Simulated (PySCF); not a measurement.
Input file for PySCF: R-HF/3-21G on AlH5OSi (SMILES [OH][AlH][SiH3]).

```python
from pyscf import gto, scf, dft, mp
from pyscf.data.elements import chemcore

mol = gto.M(
    atom='''
    O     2.09642090   -0.61357342    0.06659099
    Al    0.86763710    0.55083513   -0.11634471
    Si   -1.43048191   -0.27271411    0.07877068
    H     3.03345295   -0.41802069    0.01174473
    H     1.27335550    2.05661153   -0.39468015
    H    -2.19004680   -0.00812975   -1.17295853
    H    -2.15020092    0.43428560    1.17232439
    H    -1.50013681   -1.72929427    0.35455259
    ''',
    basis='3-21g',
    charge=0, spin=0, verbose=3, max_memory=1800)
mf = scf.RHF(mol)
mf.conv_tol = 1e-8
mf.max_cycle = 100
mf.kernel()
if not mf.converged:
    mf = mf.newton().run(mf.mo_coeff, mf.mo_occ)
```

Program output:

```
converged SCF energy = -605.367787904718
```

The run converged.

Cost: roughly 0.28 core-seconds.
